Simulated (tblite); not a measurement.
C5H11GaO2.
Numbering: `[CH3:1][CH2:2][Ga@H-:3]1[O:4][CH2:5][CH2:6][CH:7]=[O+:8]1` (hydrogens: H9, H10, H11 on C1; H12, H13 on C2; H14 on Ga3; H15, H16 on C5; H17, H18 on C6; H19 on C7)
Bond orders are those of one Lewis drawing.

Computed with GFN2-xTB (tblite), gas phase: L-BFGS steps from a force-field or distance-geometry start until the largest atomic force falls under 0.01 eV/Å.

Step 14: E = -697.9156 eV
```
atom  x, y, z in Å  |  force x, y, z in eV/Å
C1      3.0931    0.5132   -0.5665    0.105   0.097  -0.072
C2      2.1656   -0.6033   -0.0786    0.111  -0.013   0.080
Ga3     0.3595   -0.5862   -1.0392   -0.066  -0.141   0.201
O4     -1.0114   -1.4945   -0.2411    0.013   0.051   0.055
C5     -1.8861   -1.0354    0.7336   -0.010   0.018  -0.019
C6     -2.6273    0.2563    0.2938   -0.026   0.077  -0.040
C7     -1.7034    1.3767    0.0066    0.070   0.029   0.097
O8     -0.5956    1.2892   -0.4900    0.029  -0.039   0.026
H9      2.5370    1.4269   -0.7687   -0.024   0.061   0.012
H10     3.5825    0.2122   -1.4900   -0.011   0.037  -0.082
H11     3.8708    0.7517    0.1605   -0.006  -0.108   0.034
H12     2.0227   -0.5226    1.0081   -0.160   0.067  -0.067
H13     2.6643   -1.5686   -0.2270   -0.024  -0.034   0.009
H14     0.0937   -0.3375   -2.5445   -0.071   0.001  -0.029
H15    -1.3655   -0.8271    1.6826   -0.040   0.007  -0.064
H16    -2.6518   -1.8057    0.9307    0.092   0.023  -0.062
H17    -3.1030    0.0267   -0.6632   -0.100  -0.078  -0.020
H18    -3.3935    0.5496    1.0180    0.120  -0.045  -0.086
H19    -2.0614    2.3878    0.2827   -0.002  -0.013   0.026
```

Step 15: E = -697.9225 eV
```
atom  x, y, z in Å  |  force x, y, z in eV/Å
C1      3.0969    0.5127   -0.5686    0.071   0.089  -0.056
C2      2.1697   -0.6062   -0.0827    0.168   0.027   0.084
Ga3     0.3680   -0.5940   -1.0342   -0.152  -0.093   0.058
O4     -1.0072   -1.4887   -0.2423   -0.053  -0.011   0.087
C5     -1.8880   -1.0356    0.7290   -0.009   0.057   0.023
C6     -2.6300    0.2566    0.2912   -0.001   0.065  -0.061
C7     -1.7021    1.3764    0.0080    0.052   0.014   0.069
O8     -0.5942    1.2875   -0.4884    0.017  -0.039   0.052
H9      2.5360    1.4256   -0.7638    0.007   0.057   0.020
H10     3.5836    0.2181   -1.4965   -0.019   0.038  -0.046
H11     3.8749    0.7447    0.1615   -0.019  -0.096  -0.005
H12     2.0088   -0.5128    1.0001   -0.112   0.043  -0.040
H13     2.6766   -1.5682   -0.2193   -0.038  -0.049   0.028
H14     0.0820   -0.3370   -2.5380   -0.048  -0.012  -0.005
H15    -1.3697   -0.8253    1.6768   -0.009   0.016  -0.005
H16    -2.6547   -1.8036    0.9336    0.115   0.003  -0.121
H17    -3.1085    0.0225   -0.6632   -0.084  -0.045  -0.026
H18    -3.3944    0.5487    1.0172    0.114  -0.037  -0.080
H19    -2.0576    2.3881    0.2873    0.000  -0.029   0.025
```

Step 16: E = -697.9279 eV
```
atom  x, y, z in Å  |  force x, y, z in eV/Å
C1      3.1011    0.5137   -0.5713    0.019   0.048  -0.022
C2      2.1761   -0.6080   -0.0854    0.128   0.052   0.044
Ga3     0.3707   -0.6001   -1.0279   -0.144  -0.055  -0.078
O4     -1.0050   -1.4844   -0.2417   -0.079  -0.072   0.088
C5     -1.8898   -1.0343    0.7258   -0.005   0.075   0.044
C6     -2.6319    0.2576    0.2874    0.020   0.026  -0.071
C7     -1.6999    1.3759    0.0104    0.019  -0.001   0.015
O8     -0.5924    1.2846   -0.4861    0.023  -0.025   0.073
H9      2.5349    1.4257   -0.7590    0.044   0.045   0.024
H10     3.5846    0.2233   -1.5029   -0.025   0.046  -0.018
H11     3.8783    0.7370    0.1624   -0.008  -0.063  -0.036
H12     1.9950   -0.5037    0.9927   -0.049   0.027  -0.010
H13     2.6873   -1.5689   -0.2119   -0.046  -0.042   0.047
H14     0.0714   -0.3371   -2.5333   -0.030  -0.023   0.030
H15    -1.3730   -0.8234    1.6723    0.010   0.033   0.051
H16    -2.6551   -1.8016    0.9334    0.097  -0.022  -0.142
H17    -3.1149    0.0183   -0.6639   -0.053  -0.010  -0.025
H18    -3.3930    0.5472    1.0153    0.070  -0.012  -0.048
H19    -2.0542    2.3874    0.2915    0.008  -0.028   0.033
```

Step 17: E = -697.9316 eV
```
atom  x, y, z in Å  |  force x, y, z in eV/Å
C1      3.1045    0.5154   -0.5737   -0.021   0.001   0.007
C2      2.1826   -0.6085   -0.0866    0.023   0.049  -0.011
Ga3     0.3690   -0.6043   -1.0243   -0.074  -0.036  -0.135
O4     -1.0053   -1.4829   -0.2396   -0.058  -0.104   0.062
C5     -1.8911   -1.0318    0.7245    0.003   0.059   0.045
C6     -2.6329    0.2586    0.2834    0.024  -0.012  -0.063
C7     -1.6981    1.3754    0.0124   -0.005  -0.009  -0.031
O8     -0.5906    1.2817   -0.4833    0.039  -0.009   0.079
H9      2.5347    1.4268   -0.7551    0.067   0.035   0.026
H10     3.5850    0.2275   -1.5076   -0.026   0.053  -0.007
H11     3.8807    0.7307    0.1623    0.020  -0.025  -0.046
H12     1.9847   -0.4969    0.9875    0.003   0.022   0.011
H13     2.6942   -1.5702   -0.2057   -0.048  -0.019   0.058
H14     0.0635   -0.3377   -2.5303   -0.026  -0.028   0.043
H15    -1.3749   -0.8214    1.6704    0.011   0.048   0.080
H16    -2.6535   -1.8006    0.9303    0.055  -0.038  -0.124
H17    -3.1203    0.0153   -0.6649   -0.023   0.014  -0.023
H18    -3.3905    0.5458    1.0130    0.019   0.016  -0.014
H19    -2.0516    2.3863    0.2950    0.017  -0.017   0.041
```

**Question.** Estimate the geometry and energy of step 18. (The exact step hangs on the optimiser's Hessian estimate; all steps are aligned on step 17, rigid shifts and turns removed.)

**Answer.** E = -697.9345 eV, largest force 0.119 eV/Å
```
atom  x, y, z in Å  |  force x, y, z in eV/Å
C1      3.1067    0.5167   -0.5753   -0.039  -0.030   0.021
C2      2.1875   -0.6081   -0.0873   -0.082   0.026  -0.049
Ga3     0.3664   -0.6083   -1.0243   -0.003  -0.028  -0.116
O4     -1.0067   -1.4840   -0.2368   -0.012  -0.105   0.029
C5     -1.8920   -1.0291    0.7246    0.013   0.020   0.031
C6     -2.6334    0.2593    0.2797    0.015  -0.032  -0.041
C7     -1.6968    1.3749    0.0133   -0.015  -0.011  -0.051
O8     -0.5886    1.2795   -0.4799    0.052   0.000   0.071
H9      2.5360    1.4285   -0.7519    0.071   0.034   0.029
H10     3.5847    0.2316   -1.5111   -0.023   0.050  -0.008
H11     3.8828    0.7258    0.1613    0.048   0.002  -0.041
H12     1.9777   -0.4918    0.9840    0.036   0.022   0.017
H13     2.6981   -1.5716   -0.2001   -0.046   0.008   0.060
H14     0.0574   -0.3385   -2.5278   -0.031  -0.026   0.025
H15    -1.3760   -0.8190    1.6707   -0.001   0.056   0.081
H16    -2.6512   -1.8006    0.9257    0.011  -0.038  -0.084
H17    -3.1245    0.0136   -0.6662    0.000   0.024  -0.024
H18    -3.3883    0.5452    1.0109   -0.017   0.036   0.006
H19    -2.0496    2.3852    0.2982    0.023  -0.008   0.043
```

The energy changes by -0.0028 eV. The first-order estimate −F·Δx gives -0.0039 eV and the mean of the old and new forces, exact on a quadratic surface, -0.0028 eV. The step makes an angle of 58° with the force vector and moves no atom by more than 0.009 Å.

The cost below is that of the whole relaxation. On an Arm Neoverse N1 with one thread, shared host with 64 logical CPUs at a one-minute load of 59, this took 2.1 s of wall time.
